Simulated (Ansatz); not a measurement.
Reaction (redistribution): `[CH3][Al]([SH])[SH]` + `FC1NBO1` → `[CH3][Al]([F])[SH]` + `SC1NBO1`

Program: Ansatz. Geometries: PBE0-D4/def2-TZVP. ΔE: electronic, gas phase. CBS: MP2 limit from def2 TZ/QZ plus the TZ coupled-cluster correction, frozen cores. This one scheme is used for every species. Functionals use def2-TZVPP. Each species was taken in one conformer, which may not be the lowest.

| level | ΔE (kcal/mol) |
| --- | --- |
| B2PLYP | -16.1 |
| r2SCAN | -13.8 |
| CCSD(T)/def2-TZVPP | -15.2 |
| MP2/CBS(def2) | -18.2 |

What does CCSD(T)/CBS give? (An estimate is asked.)

Computed: -16.4 kcal/mol. The listed levels differ from it by 0.3, 2.6, 1.2, -1.8 kcal/mol.

Largest T1 diagnostic among the species: 0.014.

From PBE to PBE0 (25 % exact exchange), in def2-TZVPP and without D4, ΔE moves by +0.9 kcal/mol. In def2-TZVPP, CCSD(T) changes the Hartree–Fock value by −3.2 kcal/mol (the triples alone add −0.2 kcal/mol) and MP2 by −5.0 kcal/mol.
